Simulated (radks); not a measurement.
Results of a calculation; reference values are marked as such.
Q: Ionisation of Xe25+, [Ar] 3d10 4s1, to Xe26+, [Ar] 3d10, under several functionals. Scalar-relativistic Kohn-Sham, spin-polarised, spherical densities, point nucleus; open shells are filled with parallel spins first (spin-orbit coupling, left out, can overturn this in heavy ions); a radial shooting solver on a logarithmic mesh with Libxc functionals. The NIST Atomic Spectra Database gives 857.0 eV (semi-empirical). Rank these functionals by the error of their Delta-SCF ionisation energy: Wu-Cohen GGA; exchange-only B88; LDA (Slater exchange, Perdew-Zunger correlation); RPBE; PW91; BP86; revPBE.

A: From best to worst: exchange-only B88 860.94 eV (+3.9); BP86 861.02 eV (+4.0); revPBE 861.51 eV (+4.5); RPBE 861.63 eV (+4.6); Wu-Cohen GGA 861.75 eV (+4.7); LDA (Slater exchange, Perdew-Zunger correlation) 861.87 eV (+4.9); PW91 862.40 eV (+5.4).
